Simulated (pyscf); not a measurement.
`[OH][Ag]`, singlet

Gas-phase minimum from PySCF at ωB97X-D3(BJ)/def2-SVP, one conformer. 

SMILES: [Ag][OH]
```xyz
3

O      0.6550     0.1516    -0.0528
Ag    -0.0439    -0.4820    -1.8229
H      0.3208     1.0435     0.1060
```
Charge 0, spin multiplicity 1.

Bonded distances (Å): O1–Ag2 2.006, O1–H3 0.966. Angles (°): Ag2–O1–H3 108.4.

Properties at ωB97X-D3(BJ)/def2-SVP:

| Quantity | Result |
|---|---|
| Harmonic wavenumbers, unscaled | 540, 765, 3873 cm⁻¹ |
| Zero-point energy | 7.4 kcal/mol |
| Rotational symmetry number | 1 |
| Entropy of this conformer at 298 K and 1 atm, rigid rotor and harmonic oscillator, modes under 100 cm⁻¹ raised to 100 | 253.9 J/(mol K) |
| Dipole moment | 4.46 D |

Single-point totals, which compare only within one level (frozen core for MP2 and CC):

```tsv
level	total energy (hartree)
ωB97X-D3(BJ)/def2-TZVP	-222.87640
PBE/def2-TZVP	-222.75803
r²SCAN/def2-TZVP	-222.83151
B3LYP-D3(BJ)/def2-TZVP	-222.87842
PBE0-D3(BJ)/def2-TZVP	-222.73243
M06-2X/def2-TZVP	-222.71354
ωB97M-D3(BJ)/def2-TZVP	-222.84124
HF/def2-TZVPP	-221.56334
MP2/def2-TZVPP	-222.48715
CCSD/def2-TZVPP	-222.45429
CCSD(T)/def2-TZVPP	-222.48374
```

The CCSD(T) − MP2 part came from Ansatz, without density fitting, on the same reference. The frozen core leaves the outer d or s,p core shells of the metals and heavy elements correlated in the MP2 and CC values, and def2-TZVPP describes them poorly, so these totals are far from the basis limit. Elements past Kr carry the def2 core potentials, without spin-orbit coupling.
